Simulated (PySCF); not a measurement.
PySCF input for germylmethylsilane (CH8GeSi), SMILES [CH2]([GeH3])[SiH3], B3LYP-D3(BJ)/def2-SVP. Geometry optimised at B3LYP-D3(BJ)/def2-SVP.

```python
import numpy as np
from pyscf import gto, scf, dft, df
from pyscf.hessian import thermo

mol = gto.M(
    atom='''
    Si   -0.20466438    2.10329120   -0.00000000
    C     0.88528923    0.56527149    0.00000000
    Ge   -0.09152964   -1.14893176    0.00000000
    H     0.62297741    3.34673314   -0.00000000
    H    -1.07826991    2.11755646   -1.21050691
    H    -1.07826989    2.11755645    1.21050692
    H     1.54098731    0.58218385    0.88658146
    H     1.54098731    0.58218384   -0.88658148
    H    -0.98482781   -1.24447808   -1.25489562
    H    -0.98482780   -1.24447807    1.25489562
    H     0.90375784   -2.32914714   -0.00000000
    ''',
    basis='def2-SVP',
    charge=0,
    spin=0,
    max_memory=1600,
    verbose=3,
)
mf = dft.RKS(mol, xc='b3lyp').density_fit(auxbasis='def2-universal-jkfit')
mf.disp = 'd3bj'
mf.grids.level = 3
mf.conv_tol = 1e-11
mf.max_cycle = 100
mf.kernel()

# [left out here: the lines that compute and print the analytic Hessian (its translational invariance restored by hand, since the grid's response is missing), thermochemistry and intensities]
```

Program output:

```
converged SCF energy = -2409.10548376375

WARN: DFTD3 does not support analytical Hessian, using finite difference


WARN: Mole.unit (angstrom) is changed to Bohr

Mode                                 0                   1                   2
Irrep
Freq [cm^-1]                       78.3619            135.9965            149.2635
Reduced mass [au]                   1.0346              1.1834              4.0039
Force const [Dyne/A]                0.0037              0.0129              0.0526
Char temp [K]                     112.7453            195.6687            214.7569
Normal mode                   x     y     z       x     y     z       x     y     z
       0  Si                 0.00  0.00  0.02   -0.00 -0.00  0.02    0.02  0.12 -0.00
       1   C                -0.00  0.00 -0.03    0.00  0.00 -0.11   -0.11  0.02 -0.00
       2  Ge                 0.00 -0.00 -0.00   -0.00  0.00  0.01    0.01 -0.05  0.00
       3   H                 0.00 -0.00 -0.26   -0.00  0.00  0.50    0.17  0.02  0.00
       4   H                -0.23 -0.11  0.19    0.26  0.29 -0.17    0.02  0.23 -0.00
       5   H                 0.23  0.11  0.19   -0.26 -0.29 -0.17    0.02  0.23  0.00
       6   H                 0.03  0.00 -0.05    0.07 -0.01 -0.16   -0.10  0.02 -0.01
       7   H                -0.03 -0.00 -0.05   -0.07  0.01 -0.16   -0.10  0.02  0.01
       8   H                 0.36 -0.21 -0.24    0.12 -0.17 -0.06    0.02 -0.15 -0.00
       9   H                -0.36  0.21 -0.24   -0.12  0.17 -0.06    0.02 -0.15  0.00
      10   H                 0.00  0.00  0.48   -0.00 -0.00  0.26    0.13  0.05 -0.00
Mode                                 3                   4                   5
Irrep
Freq [cm^-1]                      451.9100            485.4497            532.8771
Reduced mass [au]                   1.0324              2.3227              1.1399
Force const [Dyne/A]                0.1242              0.3225              0.1907
Char temp [K]                     650.1979            698.4541            766.6915
Normal mode                   x     y     z       x     y     z       x     y     z
       0  Si                 0.00 -0.00 -0.01    0.02 -0.07 -0.00    0.03  0.01  0.00
       1   C                -0.00 -0.00 -0.04   -0.15 -0.06 -0.00    0.04  0.05  0.00
       2  Ge                 0.00  0.00 -0.01    0.01  0.04  0.00   -0.02 -0.00 -0.00
       3   H                 0.00 -0.00  0.09    0.26 -0.23  0.00   -0.35  0.26 -0.00
       4   H                -0.17  0.20  0.12    0.03  0.09 -0.00    0.01 -0.24  0.01
       5   H                 0.17 -0.20  0.12    0.03  0.09  0.00    0.01 -0.24 -0.01
       6   H                -0.41 -0.02  0.27   -0.15 -0.08 -0.00    0.04 -0.09  0.00
       7   H                 0.41  0.02  0.27   -0.15 -0.08  0.00    0.04 -0.09 -0.00
       8   H                -0.19 -0.30  0.16    0.04 -0.19 -0.00    0.06 -0.33 -0.03
       9   H                 0.19  0.30  0.16    0.04 -0.19  0.00    0.06 -0.33  0.03
      10   H                 0.00  0.00  0.16    0.26  0.24 -0.00    0.43  0.37  0.00
Mode                                 6                   7                   8
Irrep
Freq [cm^-1]                      541.6941            711.5177            747.0913
Reduced mass [au]                   1.0708              1.8339              2.2114
Force const [Dyne/A]                0.1851              0.5470              0.7272
Char temp [K]                     779.3772           1023.7155           1074.8981
Normal mode                   x     y     z       x     y     z       x     y     z
       0  Si                -0.00 -0.00  0.03   -0.00 -0.06 -0.00    0.07 -0.03 -0.00
       1   C                -0.00 -0.00  0.03    0.07  0.15  0.00   -0.15  0.11  0.00
       2  Ge                 0.00  0.00 -0.02   -0.02 -0.02 -0.00    0.01 -0.01 -0.00
       3   H                 0.00 -0.00 -0.18    0.30 -0.25  0.00   -0.22  0.15  0.00
       4   H                 0.23 -0.32 -0.15    0.01  0.19 -0.00    0.05 -0.23  0.01
       5   H                -0.23  0.32 -0.15    0.01  0.19  0.00    0.05 -0.23 -0.01
       6   H                 0.11 -0.20 -0.05    0.05  0.33  0.01   -0.14  0.19 -0.01
       7   H                -0.11  0.20 -0.05    0.05  0.33 -0.01   -0.14  0.19  0.01
       8   H                -0.21 -0.34  0.17    0.04 -0.05 -0.03   -0.02  0.23  0.00
       9   H                 0.21  0.34  0.17    0.04 -0.05  0.03   -0.02  0.23 -0.00
      10   H                -0.00 -0.00  0.23    0.17  0.14  0.00   -0.09 -0.07  0.00
Mode                                 9                  10                  11
Irrep
Freq [cm^-1]                      801.9205            844.0774            889.5788
Reduced mass [au]                   1.4578              1.0584              1.0214
Force const [Dyne/A]                0.5523              0.4443              0.4762
Char temp [K]                    1153.7851           1214.4395           1279.9058
[...]
       7   H                 0.07 -0.02  0.02    0.01 -0.05  0.00    0.02  0.03  0.01
       8   H                -0.17  0.43  0.10    0.04  0.09 -0.04   -0.01  0.01  0.01
       9   H                 0.17 -0.43  0.10    0.04  0.09  0.04   -0.01  0.01 -0.01
      10   H                -0.00 -0.00  0.71    0.08  0.06  0.00    0.03  0.02 -0.00
Mode                                15                  16                  17
Irrep
Freq [cm^-1]                      958.8874           1025.4792           1076.4927
Reduced mass [au]                   1.0314              1.0360              1.4431
Force const [Dyne/A]                0.5587              0.6419              0.9853
Char temp [K]                    1379.6255           1475.4363           1548.8333
Normal mode                   x     y     z       x     y     z       x     y     z
       0  Si                 0.00 -0.00  0.03   -0.00  0.00  0.03    0.00  0.02 -0.00
       1   C                -0.00 -0.00  0.01    0.00 -0.00 -0.01    0.01 -0.16 -0.00
       2  Ge                 0.00  0.00  0.00   -0.00  0.00 -0.01   -0.00  0.01  0.00
       3   H                -0.00  0.00 -0.73   -0.00  0.00 -0.09   -0.08  0.07  0.00
       4   H                 0.15  0.43 -0.09    0.10 -0.09 -0.05    0.05 -0.08 -0.04
       5   H                -0.15 -0.43 -0.09   -0.10  0.09 -0.05    0.05 -0.08  0.04
       6   H                 0.03 -0.03 -0.01   -0.03  0.66  0.00    0.01  0.55 -0.01
       7   H                -0.03  0.03 -0.01    0.03 -0.66  0.00    0.01  0.55  0.01
       8   H                 0.01 -0.02 -0.00   -0.04 -0.11  0.04   -0.03 -0.05  0.03
       9   H                -0.01  0.02 -0.00    0.04  0.11  0.04   -0.03 -0.05 -0.03
      10   H                -0.00 -0.00 -0.03    0.00  0.00  0.00    0.08  0.07  0.00
Mode                                18                  19                  20
Irrep
Freq [cm^-1]                     1387.0657           2121.5445           2127.6632
Reduced mass [au]                   1.0865              1.0173              1.0188
Force const [Dyne/A]                1.2316              2.6978              2.7173
Char temp [K]                    1995.6787           3052.4301           3061.2336
Normal mode                   x     y     z       x     y     z       x     y     z
       0  Si                -0.00 -0.00 -0.00    0.00  0.00  0.00    0.00  0.00 -0.00
       1   C                -0.08  0.00 -0.00   -0.00  0.00 -0.00   -0.00  0.00  0.00
       2  Ge                -0.00  0.00  0.00   -0.01  0.01 -0.00   -0.01  0.00  0.00
       3   H                -0.01 -0.00  0.00   -0.01 -0.01  0.00    0.01  0.00 -0.00
       4   H                 0.01  0.02 -0.01    0.01  0.00  0.01   -0.01 -0.00 -0.02
       5   H                 0.01  0.02  0.01    0.01  0.00 -0.01   -0.01 -0.00  0.02
       6   H                 0.53  0.00 -0.42   -0.00  0.00 -0.00   -0.01 -0.01  0.00
       7   H                 0.53  0.00  0.42   -0.00  0.00  0.00   -0.01 -0.01 -0.00
       8   H                 0.01 -0.01 -0.00   -0.10  0.01 -0.13    0.38  0.04  0.57
       9   H                 0.01 -0.01  0.00   -0.10  0.01  0.13    0.38  0.04 -0.57
      10   H                -0.00 -0.00 -0.00    0.63 -0.73 -0.00    0.14 -0.18  0.00
Mode                                21                  22                  23
Irrep
Freq [cm^-1]                     2129.2534           2211.7248           2218.4540
Reduced mass [au]                   1.0241              1.0407              1.0290
Force const [Dyne/A]                2.7355              2.9996              2.9838
Char temp [K]                    3063.5215           3182.1796           3191.8613
Normal mode                   x     y     z       x     y     z       x     y     z
       0  Si                 0.00  0.00  0.00   -0.02 -0.03  0.00   -0.03  0.00  0.00
       1   C                -0.00  0.00 -0.00   -0.00 -0.00  0.00   -0.00 -0.00  0.00
       2  Ge                -0.00 -0.00 -0.01    0.00  0.00 -0.00   -0.00 -0.00  0.00
       3   H                -0.00 -0.00  0.00    0.55  0.81  0.00   -0.02 -0.02  0.00
       4   H                -0.02  0.00 -0.02   -0.00 -0.01  0.01    0.40 -0.01  0.57
       5   H                 0.02 -0.00 -0.02   -0.00 -0.01 -0.01    0.40 -0.01 -0.57
       6   H                -0.01 -0.01 -0.00   -0.00 -0.00 -0.00   -0.00  0.00  0.00
       7   H                 0.01  0.01 -0.00   -0.00 -0.00  0.00   -0.00  0.00 -0.00
       8   H                 0.42  0.04  0.56   -0.00 -0.00 -0.01    0.02  0.00  0.02
       9   H                -0.42 -0.04  0.56   -0.00 -0.00  0.01    0.02  0.00 -0.02
      10   H                 0.00 -0.00 -0.03    0.01 -0.02 -0.00   -0.00  0.01 -0.00
Mode                                24                  25                  26
Irrep
Freq [cm^-1]                     2218.6988           3047.7832           3108.1506
Reduced mass [au]                   1.0504              1.0594              1.1039
Force const [Dyne/A]                3.0466              5.7982              6.2830
Char temp [K]                    3192.2136           4385.0815           4471.9367
Normal mode                   x     y     z       x     y     z       x     y     z
       0  Si                 0.00 -0.00  0.04   -0.00 -0.00  0.00   -0.00  0.00  0.00
       1   C                 0.00  0.00  0.00   -0.07 -0.00  0.00    0.00  0.00  0.09
       2  Ge                 0.00  0.00  0.00   -0.00  0.00  0.00   -0.00 -0.00  0.00
       3   H                 0.00  0.00  0.02    0.00  0.00 -0.00   -0.00 -0.00 -0.00
       4   H                -0.41  0.01 -0.55    0.00  0.00  0.00   -0.00  0.00 -0.00
       5   H                 0.41 -0.01 -0.55    0.00  0.00 -0.00    0.00 -0.00 -0.00
       6   H                 0.00 -0.00  0.00    0.39  0.01  0.56   -0.40 -0.01 -0.53
       7   H                -0.00  0.00  0.00    0.39  0.01 -0.56    0.40  0.01 -0.53
       8   H                -0.02 -0.00 -0.02    0.00 -0.00  0.00   -0.00 -0.00 -0.00
       9   H                 0.02  0.00 -0.02    0.00 -0.00 -0.00    0.00  0.00 -0.00
      10   H                 0.00 -0.00 -0.00    0.00 -0.00  0.00    0.00 -0.00 -0.00
temperature 298.1500 [K]
pressure 101325.00 [Pa]
Rotational constants [GHz] 17.31084 1.94570 1.84776
Symmetry number 1
Zero-point energy (ZPE) 0.07471 [Eh]   196153.826 [J/mol]
                           tot       elec      trans        rot        vib
Entropy [J/mol/K]       335.399      0.000    168.536    108.989     57.874
Cv [J/mol/K]             94.624      0.000     12.472     12.472     69.681
Cp [J/mol/K]            102.939      0.000     20.786     12.472     69.681
Internal energy [J/mol]                      3718.434   3718.434 205723.050
Internal energy [Eh]   -2409.02430  -2409.10548
Enthalpy [J/mol]                             6197.391   3718.434 205723.050
Enthalpy [Eh]          -2409.02335
Gibbs free energy [J/mol]                  -44051.549 -28776.619 188467.798
Gibbs free energy [Eh] -2409.06144
mode   freq/cm-1   IR/(km/mol)
   1       78.36         0.034
   2      136.00         0.120
   3      149.26         0.386
   4      451.91         6.171
   5      485.45         3.336
   6      532.88         2.430
   7      541.69         0.729
   8      711.52        78.626
   9      747.09        71.238
  10      801.92       117.278
  11      844.08       191.863
  12      889.58        36.688
  13      892.28        13.847
  14      944.99       194.304
  15      956.15        67.980
  16      958.89        38.781
  17     1025.48         1.524
  18     1076.49        36.560
  19     1387.07         4.585
  20     2121.54       131.883
  21     2127.66        87.275
  22     2129.25       116.763
  23     2211.72       134.185
  24     2218.45        77.679
  25     2218.70       127.163
  26     3047.78         2.542
  27     3108.15         0.936
max |gradient| / (hartree/bohr): 6.286357731134437e-05
APT charges: [ 1.065  -0.544   1.0339 -0.2804 -0.2557 -0.2557  0.0045  0.0045 -0.2499
 -0.2499 -0.2724]
```

Self-consistency was reached.

Cost: very roughly 4 core-minutes.
